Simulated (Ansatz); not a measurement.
An input meant for nido-6-SB9H11 (Cl for H, site f on B) (B9H10SCl) (charge 0, singlet; with a point charge).

```yaml
crystal:
  periodic: [false, false, false]
  atoms:
    - {symbol: B, position_ang: [3.468922, -0.284017, -0.104219]}
    - {symbol: B, position_ang: [-1.592403, 1.379475, -2.316102]}
    - {symbol: B, position_ang: [1.262723, 2.166564, -0.759396]}
    - {symbol: B, position_ang: [-1.614100, 1.897604, 1.019746]}
    - {symbol: B, position_ang: [1.572431, -2.682245, 1.623431]}
    - {symbol: S, position_ang: [2.156344, -3.349027, -1.809500]}
    - {symbol: B, position_ang: [-1.662449, -1.197325, 2.367355]}
    - {symbol: B, position_ang: [1.642832, -0.085801, -3.097388]}
    - {symbol: B, position_ang: [1.217399, 0.503027, 2.264994]}
    - {symbol: B, position_ang: [-3.545476, -0.407208, -0.277153]}
    - {symbol: Cl, position_ang: [6.782063, 0.207973, 0.216066]}
    - {symbol: H, position_ang: [-2.522811, 2.679098, -3.922345]}
    - {symbol: H, position_ang: [2.053607, 4.252192, -1.172202]}
    - {symbol: H, position_ang: [-2.491605, 3.733330, 2.016321]}
    - {symbol: H, position_ang: [2.353336, -4.274950, 3.030744]}
    - {symbol: H, position_ang: [-2.646372, -1.846865, 4.302504]}
    - {symbol: H, position_ang: [2.475644, 0.239324, -5.177715]}
    - {symbol: H, position_ang: [1.971743, 1.260960, 4.265568]}
    - {symbol: H, position_ang: [-5.791132, -0.639788, -0.439322]}
    - {symbol: H, position_ang: [-2.569762, -2.653393, 0.578832]}
    - {symbol: H, position_ang: [-2.520937, -0.898928, -2.610237]}
basis:
  gaussian: {orbitals: def2-SVP, point_charges: [{charge: 1.00, position_ang: [6.272, 0.806, 0.285]}]}
hamiltonian: {xc: {name: r2SCAN50}, dispersion: d4}
scf: {omitted_lower_state_checks: [starts]}
output: {forces: true}
```

```sh
$ ansatz run in.yaml --threads 2 --pin off --events-out ev --progress --plain --max-ram 32768MiB --backend cuda --devices 0, --max-vram 18GiB
```

Output, abridged:

```
Functional definition: r2SCAN50
2126 factors; integrals over basis functions are off by at most 7.9e-4 eV
mean field evaluation 1: about -29469.6754 eV, gradient 6.8e1 eV
mean field evaluation 2: about -28539.8369 eV, gradient 3.0e2 eV
mean field evaluation 4: about -29467.6634 eV, gradient 6.1e1 eV
mean field evaluation 8: about -29502.8832 eV, gradient 8.5e0 eV
mean field evaluation 16: about -29503.7254 eV, gradient 3.1e-4 eV
mean field -29503.72542706 eV, -1084.2419111012 hartree, gradient 4.6e-6 eV, S^2 0.000000; 0 other end points of the search recorded, 0 dependent functions left out
reference -29503.72544180 eV, -1084.2419116429 hartree; 44, 44 occupied and 168, 168 virtual orbitals, 2126 factors
Total energy: -29504.05875378 eV, -1084.2541606322 hartree
Atom 0 at     3.468922    -0.284017    -0.104219 Å, force    -0.984038    -0.176337    -0.057920 eV/Å
Atom 1 at    -1.592403     1.379475    -2.316102 Å, force    -1.139651     0.731528    -1.769745 eV/Å
Atom 2 at     1.262723     2.166564    -0.759396 Å, force     1.213973     2.152946    -0.465228 eV/Å
Atom 3 at    -1.614100     1.897604     1.019746 Å, force    -1.491540     1.406975     0.748934 eV/Å
Atom 4 at     1.572431    -2.682245     1.623431 Å, force     1.184701    -1.917761     1.314595 eV/Å
Atom 5 at     2.156344    -3.349027    -1.809500 Å, force    -0.002300     0.865073     0.476339 eV/Å
Atom 6 at    -1.662449    -1.197325     2.367355 Å, force    -1.186324    -1.090232     1.538429 eV/Å
Atom 7 at     1.642832    -0.085801    -3.097388 Å, force     1.232588     0.070687    -2.300699 eV/Å
Atom 8 at     1.217399     0.503027     2.264994 Å, force     1.187664     0.744879     2.088563 eV/Å
Atom 9 at    -3.545476    -0.407208    -0.277153 Å, force    -1.574009    -1.746226    -0.981393 eV/Å
Atom 10 at     6.782063     0.207973     0.216066 Å, force    46.761429   -55.756405    -6.479506 eV/Å
Atom 11 at    -2.522811     2.679098    -3.922345 Å, force     1.051742    -1.614347     2.008778 eV/Å
Atom 12 at     2.053607     4.252192    -1.172202 Å, force    -1.143511    -2.581562     0.450752 eV/Å
Atom 13 at    -2.491605     3.733330     2.016321 Å, force     1.258555    -2.238786    -1.212014 eV/Å
Atom 14 at     2.353336    -4.274950     3.030744 Å, force    -1.054595     1.997689    -1.779373 eV/Å
Atom 15 at    -2.646372    -1.846865     4.302504 Å, force     1.118208     0.819874    -2.414884 eV/Å
Atom 16 at     2.475644     0.239324    -5.177715 Å, force    -1.119194    -0.420027     2.618642 eV/Å
Atom 17 at     1.971743     1.260960     4.265568 Å, force    -1.104854    -0.987205    -2.446775 eV/Å
Atom 18 at    -5.791132    -0.639788    -0.439322 Å, force     2.584512     0.427561     0.274855 eV/Å
Atom 19 at    -2.569762    -2.653393     0.578832 Å, force     0.063974     1.956112     0.532422 eV/Å
Atom 20 at    -2.520937    -0.898928    -2.610237 Å, force     0.052954     1.496543     1.368055 eV/Å
Dipole moment:    -5.386770    -0.797141    -0.334995 e Å
Checks for a lower state left out: starts
```

In this input the coordinates are in bohr but typed as ångström. The run converged. The result belongs to that input, not to the species as meant.
